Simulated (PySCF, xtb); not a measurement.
OV, SMILES [O]=[V] (connectivity only; charge and spin as stated), neutral, multiplicity 4.

Harmonic wavenumbers (cm⁻¹) from xtb with GFN2-xTB at its own minimum, in rising order: 988.

Task: What does B3LYP-D3(BJ)/def2-TZVPD run with PySCF give at its own minimum? (Estimate from the structure and the level; the computed values follow.)

Result: 1045. Paired by order, the mean absolute difference is 57 cm⁻¹ and the zero-point energies are 1.4 and 1.5 kcal/mol.
